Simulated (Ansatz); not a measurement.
Ansatz (a quantum-chemistry and plane-wave program) input (B3LYP-D3(BJ)/def2-TZVP):

Ansatz 0.2 input:
```yaml
crystal:
  periodic: [false, false, false]
  atoms:
    - {symbol: C, position_ang: [-3.67279632, -0.44753120, -0.22472465]}
    - {symbol: C, position_ang: [-2.36613876, -0.84334667, 0.45638705]}
    - {symbol: C, position_ang: [-1.13389001, -0.29300734, -0.25733472]}
    - {symbol: C, position_ang: [0.17131245, -0.68832842, 0.42369164]}
    - {symbol: C, position_ang: [1.43255253, -0.20026022, -0.26919111]}
    - {symbol: C, position_ang: [2.70657353, -0.73083982, 0.35765880]}
    - {symbol: Cl, position_ang: [1.48862657, 1.62970740, -0.25028828]}
    - {symbol: H, position_ang: [-3.70868128, -0.81897939, -1.25173851]}
    - {symbol: H, position_ang: [-3.78084869, 0.63890206, -0.26351399]}
    - {symbol: H, position_ang: [-4.53785783, -0.85006844, 0.30523518]}
    - {symbol: H, position_ang: [-2.29760709, -1.93493304, 0.51191569]}
    - {symbol: H, position_ang: [-2.36994001, -0.48597446, 1.49125536]}
    - {symbol: H, position_ang: [-1.19907876, 0.79631159, -0.30989176]}
    - {symbol: H, position_ang: [-1.12427509, -0.65129596, -1.29301619]}
    - {symbol: H, position_ang: [0.23845696, -1.78187802, 0.46783564]}
    - {symbol: H, position_ang: [0.17892278, -0.33461530, 1.45890862]}
    - {symbol: H, position_ang: [1.39781652, -0.44734165, -1.33000185]}
    - {symbol: H, position_ang: [3.58772860, -0.34791648, -0.15517688]}
    - {symbol: H, position_ang: [2.76711298, -0.44529122, 1.40861892]}
    - {symbol: H, position_ang: [2.71591856, -1.82206323, 0.29554859]}
basis:
  gaussian:
    orbitals: def2-TZVP
hamiltonian:
  xc: b3lyp
  dispersion: d3bj
phonons: {temperatures: {t_min: 298.15, t_max: 298.15, t_step: 100}}
```

Output:

```
Functional definition: B3LYP
integrals: 0.32 GiB planned
1915 factors; their error is unknown
0.38 GiB of the device are held for the grids
1.82 GiB of device memory are held for the factors and their scratch space
mean field: 2.09 GiB planned
mean field evaluation 1: about -18942.9934 eV, gradient 8.7e1 eV
mean field evaluation 2: about -18928.6373 eV, gradient 1.1e2 eV
mean field evaluation 4: about -18960.9322 eV, gradient 7.3e0 eV
mean field evaluation 8: about -18961.0341 eV, gradient 7.4e-1 eV
mean field evaluation 16: about -18961.0349 eV, gradient 6.6e-5 eV
mean field -18961.03490359 eV, -696.8051804558 hartree, gradient 2.6e-5 eV, S^2 0.000000; 0 other end points of the search recorded, 0 dependent functions left out
the calculation of the forces begins
reference -18961.03526250 eV, -696.8051936455 hartree; 33, 33 occupied and 268, 268 virtual orbitals, 1915 factors
these checks for a lower state are left out or cut short: stability, starts, cluster_reference, orbital_swaps, neighbouring_geometries, increment
integrals: 0.32 GiB planned
1915 factors; their error is unknown
0.38 GiB of the device are held for the grids
1.82 GiB of device memory are held for the factors and their scratch space
mean field: 2.09 GiB planned
mean field -18961.03469652 eV, -696.8051728463 hartree, gradient 2.9e-6 eV, S^2 0.000000; 0 other end points of the search recorded, 0 dependent functions left out
the calculation of the forces begins
reference -18961.03505550 eV, -696.8051860383 hartree; 33, 33 occupied and 268, 268 virtual orbitals, 1915 factors
these checks for a lower state are left out or cut short: stability, starts, cluster_reference, orbital_swaps, neighbouring_geometries, increment
integrals: 0.32 GiB planned
1915 factors; their error is unknown
0.38 GiB of the device are held for the grids
1.82 GiB of device memory are held for the factors and their scratch space
mean field: 2.09 GiB planned
mean field evaluation 32: about -18961.0348 eV, gradient 2.9e-6 eV
mean field -18961.03480908 eV, -696.8051769825 hartree, gradient 2.9e-6 eV, S^2 0.000000; 0 other end points of the search recorded, 0 dependent functions left out
the calculation of the forces begins
reference -18961.03516792 eV, -696.8051901700 hartree; 33, 33 occupied and 268, 268 virtual orbitals, 1915 factors
these checks for a lower state are left out or cut short: stability, starts, cluster_reference, orbital_swaps, neighbouring_geometries, increment
integrals: 0.32 GiB planned
1915 factors; their error is unknown
0.38 GiB of the device are held for the grids
1.82 GiB of device memory are held for the factors and their scratch space
mean field: 2.09 GiB planned
mean field -18961.03473395 eV, -696.8051742218 hartree, gradient 2.9e-6 eV, S^2 0.000000; 0 other end points of the search recorded, 0 dependent functions left out
the calculation of the forces begins
reference -18961.03509284 eV, -696.8051874105 hartree; 33, 33 occupied and 268, 268 virtual orbitals, 1915 factors
these checks for a lower state are left out or cut short: stability, starts, cluster_reference, orbital_swaps, neighbouring_geometries, increment
integrals: 0.32 GiB planned
1915 factors; their error is unknown
0.38 GiB of the device are held for the grids
1.82 GiB of device memory are held for the factors and their scratch space
mean field: 2.09 GiB planned
mean field -18961.03473624 eV, -696.8051743059 hartree, gradient 2.9e-6 eV, S^2 0.000000; 0 other end points of the search recorded, 0 dependent functions left out
[...]
1915 factors; their error is unknown
0.38 GiB of the device are held for the grids
1.82 GiB of device memory are held for the factors and their scratch space
mean field: 2.09 GiB planned
mean field -18961.03487208 eV, -696.8051792978 hartree, gradient 2.9e-6 eV, S^2 0.000000; 0 other end points of the search recorded, 0 dependent functions left out
the calculation of the forces begins
reference -18961.03523099 eV, -696.8051924875 hartree; 33, 33 occupied and 268, 268 virtual orbitals, 1915 factors
these checks for a lower state are left out or cut short: stability, starts, cluster_reference, orbital_swaps, neighbouring_geometries, increment
integrals: 0.32 GiB planned
1915 factors; their error is unknown
0.38 GiB of the device are held for the grids
1.82 GiB of device memory are held for the factors and their scratch space
mean field: 2.09 GiB planned
mean field evaluation 800: about -18961.0349 eV, gradient 1.0e-2 eV
mean field -18961.03489432 eV, -696.8051801153 hartree, gradient 2.9e-6 eV, S^2 0.000000; 0 other end points of the search recorded, 0 dependent functions left out
the calculation of the forces begins
reference -18961.03525323 eV, -696.8051933050 hartree; 33, 33 occupied and 268, 268 virtual orbitals, 1915 factors
these checks for a lower state are left out or cut short: stability, starts, cluster_reference, orbital_swaps, neighbouring_geometries, increment
integrals: 0.32 GiB planned
1915 factors; their error is unknown
0.38 GiB of the device are held for the grids
1.82 GiB of device memory are held for the factors and their scratch space
mean field: 2.09 GiB planned
mean field -18961.03483176 eV, -696.8051778163 hartree, gradient 2.9e-6 eV, S^2 0.000000; 0 other end points of the search recorded, 0 dependent functions left out
the calculation of the forces begins
reference -18961.03519072 eV, -696.8051910077 hartree; 33, 33 occupied and 268, 268 virtual orbitals, 1915 factors
these checks for a lower state are left out or cut short: stability, starts, cluster_reference, orbital_swaps, neighbouring_geometries, increment
integrals: 0.32 GiB planned
1915 factors; their error is unknown
0.38 GiB of the device are held for the grids
1.82 GiB of device memory are held for the factors and their scratch space
mean field: 2.09 GiB planned
mean field -18961.03478298 eV, -696.8051760236 hartree, gradient 2.9e-6 eV, S^2 0.000000; 0 other end points of the search recorded, 0 dependent functions left out
the calculation of the forces begins
reference -18961.03514185 eV, -696.8051892117 hartree; 33, 33 occupied and 268, 268 virtual orbitals, 1915 factors
these checks for a lower state are left out or cut short: stability, starts, cluster_reference, orbital_swaps, neighbouring_geometries, increment
integrals: 0.32 GiB planned
1915 factors; their error is unknown
0.38 GiB of the device are held for the grids
1.82 GiB of device memory are held for the factors and their scratch space
mean field: 2.09 GiB planned
mean field -18961.03491997 eV, -696.8051810578 hartree, gradient 2.9e-6 eV, S^2 0.000000; 0 other end points of the search recorded, 0 dependent functions left out
the calculation of the forces begins
reference -18961.03527888 eV, -696.8051942475 hartree; 33, 33 occupied and 268, 268 virtual orbitals, 1915 factors
these checks for a lower state are left out or cut short: stability, starts, cluster_reference, orbital_swaps, neighbouring_geometries, increment
integrals: 0.32 GiB planned
1915 factors; their error is unknown
0.38 GiB of the device are held for the grids
1.82 GiB of device memory are held for the factors and their scratch space
mean field: 2.09 GiB planned
mean field -18961.03485706 eV, -696.8051787461 hartree, gradient 2.9e-6 eV, S^2 0.000000; 0 other end points of the search recorded, 0 dependent functions left out
the calculation of the forces begins
reference -18961.03521598 eV, -696.8051919358 hartree; 33, 33 occupied and 268, 268 virtual orbitals, 1915 factors
these checks for a lower state are left out or cut short: stability, starts, cluster_reference, orbital_swaps, neighbouring_geometries, increment
integrals: 0.32 GiB planned
1915 factors; their error is unknown
0.38 GiB of the device are held for the grids
1.82 GiB of device memory are held for the factors and their scratch space
mean field: 2.09 GiB planned
mean field evaluation 832: about -18961.0494 eV, gradient 6.1e-4 eV
mean field -18961.03477529 eV, -696.8051757410 hartree, gradient 2.9e-6 eV, S^2 0.000000; 0 other end points of the search recorded, 0 dependent functions left out
the calculation of the forces begins
reference -18961.03513416 eV, -696.8051889292 hartree; 33, 33 occupied and 268, 268 virtual orbitals, 1915 factors
these checks for a lower state are left out or cut short: stability, starts, cluster_reference, orbital_swaps, neighbouring_geometries, increment
integrals: 0.32 GiB planned
1915 factors; their error is unknown
0.38 GiB of the device are held for the grids
1.82 GiB of device memory are held for the factors and their scratch space
mean field: 2.09 GiB planned
mean field -18961.03483025 eV, -696.8051777609 hartree, gradient 2.9e-6 eV, S^2 0.000000; 0 other end points of the search recorded, 0 dependent functions left out
the calculation of the forces begins
reference -18961.03518921 eV, -696.8051909521 hartree; 33, 33 occupied and 268, 268 virtual orbitals, 1915 factors
these checks for a lower state are left out or cut short: stability, starts, cluster_reference, orbital_swaps, neighbouring_geometries, increment
integrals: 0.32 GiB planned
1915 factors; their error is unknown
0.38 GiB of the device are held for the grids
1.82 GiB of device memory are held for the factors and their scratch space
mean field: 2.09 GiB planned
mean field -18961.03489267 eV, -696.8051800547 hartree, gradient 2.9e-6 eV, S^2 0.000000; 0 other end points of the search recorded, 0 dependent functions left out
the calculation of the forces begins
reference -18961.03525159 eV, -696.8051932447 hartree; 33, 33 occupied and 268, 268 virtual orbitals, 1915 factors
these checks for a lower state are left out or cut short: stability, starts, cluster_reference, orbital_swaps, neighbouring_geometries, increment
integrals: 0.32 GiB planned
1915 factors; their error is unknown
0.38 GiB of the device are held for the grids
1.82 GiB of device memory are held for the factors and their scratch space
mean field: 2.09 GiB planned
mean field -18961.03488588 eV, -696.8051798051 hartree, gradient 2.9e-6 eV, S^2 0.000000; 0 other end points of the search recorded, 0 dependent functions left out
the calculation of the forces begins
reference -18961.03524478 eV, -696.8051929945 hartree; 33, 33 occupied and 268, 268 virtual orbitals, 1915 factors
Total energy: -18961.82201073 eV, -696.8341061097 hartree
Atom 0 at    -3.672796    -0.447531    -0.224725 Å, force    -0.000080     0.000096    -0.000552 eV/Å
Atom 1 at    -2.366139    -0.843347     0.456387 Å, force     0.000118     0.000257     0.000009 eV/Å
Atom 2 at    -1.133890    -0.293007    -0.257335 Å, force     0.000469    -0.000146     0.000652 eV/Å
Atom 3 at     0.171312    -0.688328     0.423692 Å, force    -0.000238     0.000042    -0.000054 eV/Å
Atom 4 at     1.432553    -0.200260    -0.269191 Å, force     0.000167     0.000293     0.000118 eV/Å
Atom 5 at     2.706574    -0.730840     0.357659 Å, force     0.000043     0.000114    -0.000064 eV/Å
Atom 6 at     1.488627     1.629707    -0.250288 Å, force     0.000017    -0.000109    -0.000061 eV/Å
Atom 7 at    -3.708681    -0.818979    -1.251739 Å, force     0.000217    -0.000159     0.000298 eV/Å
Atom 8 at    -3.780849     0.638902    -0.263514 Å, force     0.000030    -0.000160     0.000035 eV/Å
Atom 9 at    -4.537858    -0.850068     0.305235 Å, force    -0.000172     0.000029    -0.000003 eV/Å
Atom 10 at    -2.297607    -1.934933     0.511916 Å, force    -0.000012     0.000293     0.000037 eV/Å
Atom 11 at    -2.369940    -0.485974     1.491255 Å, force    -0.000054    -0.000287     0.000001 eV/Å
Atom 12 at    -1.199079     0.796312    -0.309892 Å, force    -0.000205     0.000249    -0.000113 eV/Å
Atom 13 at    -1.124275    -0.651296    -1.293016 Å, force    -0.000039    -0.000266    -0.000067 eV/Å
Atom 14 at     0.238457    -1.781878     0.467836 Å, force    -0.000194    -0.000134    -0.000015 eV/Å
Atom 15 at     0.178923    -0.334615     1.458909 Å, force     0.000213     0.000019    -0.000132 eV/Å
Atom 16 at     1.397817    -0.447342    -1.330002 Å, force    -0.000238     0.000070     0.000171 eV/Å
Atom 17 at     3.587729    -0.347916    -0.155177 Å, force     0.000257    -0.000117     0.000037 eV/Å
Atom 18 at     2.767113    -0.445291     1.408619 Å, force    -0.000282    -0.000184    -0.000109 eV/Å
Atom 19 at     2.715919    -1.822063     0.295549 Å, force    -0.000017     0.000101    -0.000185 eV/Å
Dipole moment:    -0.041857    -0.444687     0.026301 e Å
Vibrations: 64.98 74.46 122.34 153.11 241.38 247.75 262.57 295.59 373.14 429.74 485.32 606.30 741.85 802.15 898.87 916.50 929.03 999.17 1035.71 1064.52 1077.89 1109.86 1142.70 1174.87 1237.87 1281.45 1288.89 1327.25 1338.72 1347.48 1390.99 1406.86 1415.23 1418.78 1474.21 1487.51 1490.33 1497.47 1499.75 1499.96 1513.38 3005.25 3006.41 3013.07 3026.68 3033.75 3035.23 3045.90 3069.54 3078.48 3086.54 3091.75 3100.48 3122.43 cm⁻¹, zero-point energy 4.890026 eV
```
